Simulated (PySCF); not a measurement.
FH7OSi3, SMILES O[SiH2][Si@H](F)[SiH3].

The structure is a stationary point at PBE0-D3(BJ)/def2-SVP. The structure was generated by enumeration; whether it is a known compound was not checked. Other conformers were not sampled.

All values below come from SMD-B3LYP/def2-SVP (PySCF).

Solvation free energies are E(SMD) − E(gas) at the gas-phase geometry, for 1 M in both phases. In vacuum the dipole moment is 2.34 D.

Question: Rank water, cyclohexanone, n-hexane by solvation free energy, most negative first.

Answer: cyclohexanone (-2.8 kcal/mol), n-hexane (-2.0 kcal/mol), water (-1.3 kcal/mol)
